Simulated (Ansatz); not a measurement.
Two isomers of C2H5FSSi: A = `F[Si]1(S)CC1`, B = `C=C(F)S[SiH3]`.

Computed with Ansatz on PBE0-D4/def2-TZVP structures; ΔE is electronic, products minus reactants. CCSD(T)/CBS is the MP2 limit (def2-TZVPP, def2-QZVPP) plus CCSD(T) − MP2 in def2-TZVPP, frozen cores. DFT in def2-TZVPP. B3LYP here is the variant with VWN-RPA as its local correlation; programs differ in this. One conformer a species, not always the lowest.

A:

Z-matrix (Å, degrees):
```
Si
S 1 2.104
C 1 1.814 2 119.5
F 1 1.594 2 112.0 3 147.0
C 1 1.816 2 123.8 3 -61.6
H 2 1.345 1 94.6 3 146.5
H 3 1.085 1 121.3 2 -5.8
H 3 1.086 1 119.6 2 143.5
H 5 1.086 1 120.0 2 -151.8
H 5 1.085 1 120.7 2 -2.4
```

B:

Z-matrix (Å, degrees):
```
Si
S 1 2.151
H 1 1.483 2 103.3
H 1 1.483 2 110.2 3 -118.6
H 1 1.481 2 112.0 3 118.4
C 2 1.754 1 99.9 3 170.9
F 6 1.342 2 114.3 1 42.9
C 6 1.322 2 125.3 1 -139.9
H 8 1.082 6 120.1 2 -174.4
H 8 1.079 6 120.2 2 5.0
```

Task: Which isomer does CCSD(T)/CBS put lower? Give the gap. (Best estimate.)

Result: Computed: A, by 211.8 kJ/mol.

Task: Give E(B) − E(A) in kJ/mol with CCSD(T)/def2-TZVPP, r2SCAN-D4, B3LYP-D4, CCSD/def2-TZVPP, ωB97M-V, B2PLYP, PBE0-D4. (Best estimate.)

Result: The calculation gave: CCSD(T)/def2-TZVPP 206.9, r2SCAN-D4 209.0, B3LYP-D4 192.0, CCSD/def2-TZVPP 209.7, ωB97M-V 210.1, B2PLYP 202.7, PBE0-D4 209.9. None reverses the order clearly.

Largest T1 diagnostic: 0.013.

In def2-TZVPP, CCSD(T) changes the Hartree–Fock value by +17.3 kJ/mol (the triples alone add −2.8 kJ/mol) and MP2 by +33.5 kJ/mol. From PBE to PBE0 (25 % exact exchange), in def2-TZVPP and without D4, E(B) − E(A) moves by +12.8 kJ/mol.
